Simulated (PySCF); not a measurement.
```xyz
4
charge 1 multiplicity 4, angstrom
Te    0.3385    0.0000    0.0000
Mg   -0.6110    2.6536    0.0000
Mg   -0.6110   -1.3268    2.2981
Mg   -0.6110   -1.3268   -2.2981
```

All numbers come from UHF/[Te def2-SVP with ECP28, Mg def2-SVP], scalar-relativistic core potentials, density fitting, no spin–orbit coupling, PySCF.

This geometry of [Mg3Te]+ is a stationary point at this level.

What is the point group?

C3v.

Is it a minimum?

Yes: all harmonic wavenumbers are real, though the softest, 46 cm⁻¹, leaves little margin.

What are the dipole moment and the gap between the highest occupied and lowest empty levels of either spin?

3.59 D about the centre of mass and 6.76 eV.

Give the atomic charges and bond orders.


```
   atom  Mulliken  Löwdin  polar tensor  spin (Mulliken)  Mayer order to Te1
    Te1     -0.66    0.34         -0.93             0.28                   –
Mg2,3,4      0.55    0.22          0.64             0.91                0.68
```

Give the ideal-gas entropy at 298.15 K and 1 bar by parts.

translation 175.0, rotation 112.6, vibration 80.3, spin 11.5; total 379.4 J/(mol K).

This need not be the most stable arrangement of these atoms. Spin–orbit coupling, left out here, can matter for elements this heavy.
